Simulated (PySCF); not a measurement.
Series GeXY, Y = hydroxy, computed as singlets and as triplets. All species are isolated molecules in the gas phase. One relaxed conformer stands for each flexible species; it need not be the lowest. Strings in code marks are SMILES.

The HOMO from two functionals at the same geometries (B3LYP-D3(BJ)/def2-TZVP), both in PySCF: PBE-D3(BJ)/def2-TZVP and B3LYP-D3(BJ)/def2-TZVP. B3LYP has the VWN-RPA correlation part, as in Gaussian. 

```csv
species,PBE-D3(BJ)/def2-TZVP (eV)
"X = hydroxy, multiplicity 1 (`[OH][Ge][OH]` (lower singlet; H–O–Ge–O torsion 0°, O–Ge–O–H torsion 0°))",-6.81
"X = amino, multiplicity 1 (`[Ge]([OH])[NH2]` (lower singlet))",-6.27
"X = silyl, multiplicity 1 (`[OH][Ge][SiH3]` (lower singlet; H–O–Ge–Si torsion 180°))",-5.25
"X = cyano, multiplicity 1 (`N#[C][Ge][OH]` (lower singlet))",-7.31
"X = boryl, multiplicity 1 (`[BH2][Ge][OH]` (lower singlet))",-5.17
"X = mercapto, multiplicity 1 (`[OH][Ge][SH]` (lower singlet; H–O–Ge–S torsion 0°, O–Ge–S–H torsion 180°))",-6.33
"X = vinyl, multiplicity 1 (`C=[CH][Ge][OH]` (lower singlet; C–C–Ge–O torsion 180°, C–Ge–O–H torsion 0°))",-5.69
"X = formyl, multiplicity 1 (`O=[CH][Ge][OH]` (lower singlet; O–C–Ge–O torsion 0°, C–Ge–O–H torsion 0°))",-5.27
"X = isocyano, multiplicity 1 (`[C-]#[N+][Ge][OH]` (lower singlet))",-6.96
"X = H, multiplicity 1 (`[OH][GeH]` (lower singlet; H–O–Ge–H torsion 0°))",-5.87
```

Q: What does B3LYP-D3(BJ)/def2-TZVP give for each?

A: 
- X = hydroxy, multiplicity 1 (`[OH][Ge][OH]` (lower singlet; H–O–Ge–O torsion 0°, O–Ge–O–H torsion 0°)): -7.82
- X = amino, multiplicity 1 (`[Ge]([OH])[NH2]` (lower singlet)): -7.24
- X = silyl, multiplicity 1 (`[OH][Ge][SiH3]` (lower singlet; H–O–Ge–Si torsion 180°)): -6.06
- X = cyano, multiplicity 1 (`N#[C][Ge][OH]` (lower singlet)): -8.38
- X = boryl, multiplicity 1 (`[BH2][Ge][OH]` (lower singlet)): -6.05
- X = mercapto, multiplicity 1 (`[OH][Ge][SH]` (lower singlet; H–O–Ge–S torsion 0°, O–Ge–S–H torsion 180°)): -7.20
- X = vinyl, multiplicity 1 (`C=[CH][Ge][OH]` (lower singlet; C–C–Ge–O torsion 180°, C–Ge–O–H torsion 0°)): -6.64
- X = formyl, multiplicity 1 (`O=[CH][Ge][OH]` (lower singlet; O–C–Ge–O torsion 0°, C–Ge–O–H torsion 0°)): -6.31
- X = isocyano, multiplicity 1 (`[C-]#[N+][Ge][OH]` (lower singlet)): -8.22
- X = H, multiplicity 1 (`[OH][GeH]` (lower singlet; H–O–Ge–H torsion 0°)): -6.82
Over these rows, drawn at random from the members with no instability flagged (it was tested for open shells, ions and some series alone), PBE minus B3LYP-D3(BJ): mean +0.98 eV, from +0.81 eV to +1.26 eV.
